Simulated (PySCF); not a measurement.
## Radial density of Eu(38+) (europium, charge +38)

PBEsol, [Ar] 3d7, high-spin 4F determinant. Computed with PySCF 2.14 in an uncontracted even-tempered set (18 s from 6.6 bohr⁻², ratio 2.5; 13 p from 8.6 bohr⁻², ratio 2.5; 8 d from 8.6 bohr⁻², ratio 2.5; 4 f from 36 bohr⁻², ratio 2.7; 3 g from 54 bohr⁻², ratio 2.7), with the spin-free X2C one-electron Hamiltonian (Gaussian nucleus).

```csv
r (bohr),4πr²ρ (e/bohr),4πr²(ρα − ρβ)
0.0223,77.38,0.0158
0.0375,77.56,0.2260
0.0630,106.7,1.8839
0.106,78.61,8.5151
0.178,75.60,15.2537
0.300,40.74,6.2882
0.505,1.458,0.2271
0.849,0.001961,0.0004
```

Densities and radii are taken from the X2C orbitals without a picture-change correction, which distorts them close to the nucleus.

Spin-orbit coupling is strong in this species (close to jj coupling), so the high-spin LS determinant is a model state, not a physical level.
